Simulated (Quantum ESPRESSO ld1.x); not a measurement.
Species: Ti2+. Configuration: [Ne] 3s2 3p5.5 3d2.5 (fractional occupations, a model configuration). Method: Dirac Kohn-Sham, OLYP, spin-unpolarised, spherical densities, point nucleus; open shells fill j = l - 1/2 first; computed with ld1.x of Quantum ESPRESSO 7.5.

Unscreened Slater integrals over Kohn-Sham orbitals (eV). Large and small components are both included. Empty in this configuration: 3d5/2, 4p1/2, 4p3/2, 4s1/2.

integral,value
"F0(4p3/2,4p3/2)",6.9939
"F2(4p3/2,4p3/2)",3.7901
"F0(4p3/2,4p1/2)",7.0091
"G2(4p3/2,4p1/2)",3.7971
"F0(4p3/2,4s1/2)",7.4975
"G1(4p3/2,4s1/2)",4.9859
"F0(4p3/2,3d5/2)",8.7493
"F2(4p3/2,3d5/2)",2.3029
"G1(4p3/2,3d5/2)",1.1129
"G3(4p3/2,3d5/2)",0.90951
"F0(4p3/2,3d3/2)",8.7519
"F2(4p3/2,3d3/2)",2.2978
"G1(4p3/2,3d3/2)",1.1067
"G3(4p3/2,3d3/2)",0.90537
"F0(4p1/2,4p1/2)",7.0245
"F0(4p1/2,4s1/2)",7.5178
"G1(4p1/2,4s1/2)",5.0180
"F0(4p1/2,3d5/2)",8.7840
"G3(4p1/2,3d5/2)",0.92209
"F0(4p1/2,3d3/2)",8.7866
"G1(4p1/2,3d3/2)",1.1266
"F0(4s1/2,4s1/2)",8.1812
"F0(4s1/2,3d5/2)",10.039
"G2(4s1/2,3d5/2)",1.5697
"F0(4s1/2,3d3/2)",10.043
"G2(4s1/2,3d3/2)",1.5625
"F0(3d5/2,3d5/2)",17.841
"F2(3d5/2,3d5/2)",8.1989
"F4(3d5/2,3d5/2)",5.0910
"F0(3d5/2,3d3/2)",17.863
"F2(3d5/2,3d3/2)",8.2086
"G2(3d5/2,3d3/2)",8.2052
"G4(3d5/2,3d3/2)",5.0950
"F0(3d3/2,3d3/2)",17.885
"F2(3d3/2,3d3/2)",8.2183
